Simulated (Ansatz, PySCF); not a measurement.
Breaking the Ga1–H2 bond in GaH3 (SMILES [GaH3]) (multiplicity 1 held, fragments rigid). Energies count from the point at 1.570 Å.
Geometry at that point (charge 0, multiplicity 1):
```csv
atom,x (Å),y (Å),z (Å)
Ga,0.0000,0.0000,0.0000
H,1.5659,-0.1090,-0.0205
H,-0.8774,-1.3017,0.0061
H,-0.6885,1.4107,0.0144
```

Restricted levels (R-, RO-) in cc, def2 and unpolarised 6-31G sets keep to the state of the molecule at rest. U- levels take the lowest unrestricted solution at each point, which mixes spins at long bonds. Active spaces are followed from a long bond inwards. Curves can end on different states.

Correlated levels freeze the cores. Filled d and f shells under p-block atoms count as core. Rows in LANL2DZ carry no dispersion term and start afresh at each structure. LANL2DZ brings its own core potentials from Na on.

Run with Ansatz (Gaussian orbitals); PySCF for LANL2DZ rows. Values without a source in brackets are computed.

```csv
level,energy at R = 5.024 Å (eV)
R-HF/cc-pVTZ,6.546
U-PBE/cc-pVTZ,3.495
R-r2SCAN/cc-pVTZ,4.950
U-r2SCAN/cc-pVTZ,3.554
R-B3LYP/LANL2DZ,5.238
U-wB97X-V/cc-pVTZ,(withheld)
R-MP2/cc-pVTZ,(withheld)
U-SCS-MP2/cc-pVTZ,3.610
"FIC-MRCISD+Q on CASSCF(2,2)/cc-pVTZ",3.623
```

**Question.** Complete the blanks.

**Answer.** 
- U-wB97X-V/cc-pVTZ, energy at R = 5.024 Å (eV): 3.733
- R-MP2/cc-pVTZ, energy at R = 5.024 Å (eV): 5.079

Doubts at one or more of the structures used: a restricted determinant that unrestricted orbitals would lower (R-HF/cc-pVTZ, R-r2SCAN/cc-pVTZ, R-MP2/cc-pVTZ); a spin-contaminated determinant (U-PBE/cc-pVTZ, U-r2SCAN/cc-pVTZ, U-wB97X-V/cc-pVTZ, U-SCS-MP2/cc-pVTZ).

Ansatz is an electronic-structure program.
